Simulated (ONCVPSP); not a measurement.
**Potentials for krypton compared**

Generated with ld1.x 7.5 (TM, RRKJ, ultrasoft, PAW), atompaw 4.2 or ONCVPSP 4.0.1. The cutoff is in Ry: for ld1.x and atompaw files where the sum of valence levels is converged to 10 mRy in a Bessel basis, for ONCV files where the hardest occupied wave has 1 mHa per electron of residual kinetic energy. The error is the largest all-electron minus pseudo excitation energy over each file’s own four to seven test configurations (ionisations up to +4, promotions, holes and added fractions of an electron), all of which were solved. The labels leave out finer settings (local radius, basis sizes, second energies), which also bear on the numbers. Spin-polarised tests are not counted. The rows are a selection from randomly drawn settings: files with unsolved tests, undetermined cutoffs or missed reference levels are left out.

A true bound ghost makes a file unfit for plane-wave use even where its test errors are small: the radial tests pick states by their node count and pass the ghost by.

| potential | cutoff (Ry) | largest error (meV) | bound ghosts |
| --- | --- | --- | --- |
| ONCV, PBE, scalar-relativistic, rc 1.15/1.50/0.55/1.35 (spdf), local smoothed, core correction yes, reference 3d10 4s2 4p5.75, qcut 6.5/4.6/17.5/9.1, projectors 2/3/2/1 | 2473 | -13 | s |
| ONCV, PBE, scalar-relativistic, rc 1.05/0.70/0.70 (spd), local d, core correction no, reference 3s2 3p6 3d10 4s2 4p6, qcut 14.6/24.5/23.8, projectors 2/2/0 | 439 | -7.6 | none |
| ONCV, revPBE, fully relativistic, rc 1.35/1.15/1.25 (spd), local smoothed, core correction yes, reference 4s2 4p6, qcut 4.1/8.5/7.8, projectors 2/1/2 | 127 | +111 | d5/2, d3/2 |
| ONCV, PBE, scalar-relativistic, rc 1.25/1.50/0.70 (spd), local smoothed, core correction no, reference 3d10 4s2 4p5, qcut 5.3/4.8/25.3, projectors 3/3/3 | 458 | -5.8 | s, p |
| ONCV, LDA (Perdew-Zunger), fully relativistic, rc 1.45/1.50 (sp), local s, core correction yes, reference 4s2 4p5, qcut 5.5/5.3, projectors 0/2 | 29 | -9.7 | none |
| ONCV, PBE, scalar-relativistic, rc 1.20/1.30/0.60/1.05 (spdf), local smoothed, core correction no, reference 3d10 4s2 4p4, qcut 5.4/7.1/21.2/9.6, projectors 3/2/2/2 | 418 | +6.3 | s, p |

(1) Fill in the row for Kr: ONCV, PBEsol, scalar-relativistic, rc 1.30/1.65 (sp), local smoothed, core correction yes, reference 4s2 4p6, qcut 4.4/4.1, projectors 1/2.

(2) Fill in the row for Kr: ONCV, PBEsol, scalar-relativistic, rc 1.35/1.15 (sp), local smoothed, core correction yes, reference 4s2 4p5, qcut 5.2/8.4, projectors 2/2.

Results:

(1) cutoff 94 Ry, largest error -16 meV, bound ghosts: none.

(2) cutoff 104 Ry, largest error -71 meV, bound ghosts: p.
